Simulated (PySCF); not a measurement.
A side-by-side comparison of computed properties.

First species: C6H13FOSi2.
Geometry (GFN2-xTB, Å), atoms numbered from 1 in this order:
```
atom  x, y, z in Å
C1    -3.034   -1.180    0.076
C2    -1.985   -1.619   -0.601
Si3   -0.536   -0.548   -1.130
F4    -0.285   -0.760   -2.716
O5    -0.939    1.007   -1.003
Si6   -1.081    2.531   -0.467
C7     1.086   -0.892   -0.217
C8     1.086   -0.757    1.322
C9     2.379    0.065    1.240
C10    2.192    0.186   -0.277
H11   -3.853   -1.822    0.362
H12   -3.120   -0.144    0.364
H13   -1.946   -2.668   -0.869
H14   -0.701    2.542    0.947
H15   -2.488    2.872   -0.658
H16   -0.175    3.349   -1.269
H17    1.493   -1.861   -0.510
H18    1.145   -1.689    1.880
H19    0.242   -0.180    1.695
H20    3.262   -0.510    1.511
H21    2.385    1.001    1.795
H22    3.057   -0.057   -0.891
H23    1.812    1.162   -0.576
```

Second species: C6H13FOSi2.
SMILES: `CO/C([SiH3])=C(\F)[SiH2]C1CC1`

Levels: PBE0/pcSseg-1 for dipole moment, HOMO energy, LUMO energy and HOMO–LUMO gap; GFN2-xTB for rotational constant A and rotational constant C. Geometries: GFN2-xTB. Each structure is a single optimised conformer of the isolated species, non-relativistic unless stated. Electronic properties by PySCF.

The conformers computed, where there is a choice (atom-mapped SMILES and torsion angles):
- `[CH2:1]=[CH:2][Si@@:3]([F:4])([O:5][SiH3:6])[CH:7]1[CH2:8][CH2:9][CH2:10]1`: C1–C2–Si3–F4 -128°, C2–Si3–O5–Si6 101°, C2–Si3–C7–C8 -58°
- `[CH3:1][O:2]/[C:3]([SiH3:4])=[C:5](\[F:6])[SiH2:7][CH:8]1[CH2:9][CH2:10]1`: C1–O2–C3–Si4 180°, C3–C5–Si7–C8 97°, C5–Si7–C8–C9 -94°

```tsv
property	column X	column Y
dipole moment	2.32 D	0.68 D
HOMO energy	-7.74 eV	-6.57 eV
LUMO energy	-0.50 eV	-0.26 eV
HOMO–LUMO gap	7.24 eV	6.31 eV
rotational constant A	1.011 GHz	1.418 GHz
rotational constant C	0.639 GHz	0.460 GHz
```

Q: Which column belongs to which species?

A: Column X is the first species and column Y the second. The first has 23 atoms and 94 electrons, the second 23 and 94.

Q: How does each property change from the first species to the second?

A: dipole moment -1.64 D; HOMO energy +1.17 eV; LUMO energy +0.24 eV; HOMO–LUMO gap -0.93 eV; rotational constant A +0.407 GHz; rotational constant C -0.179 GHz.

On the first: The dipole matches unit charges of opposite sign 0.48 Å apart (1 e·Å = 4.8032 D).

On the second: The dipole equals about 2.3 × 10⁻³⁰ C·m (1 D = 3.33564 × 10⁻³⁰ C·m).
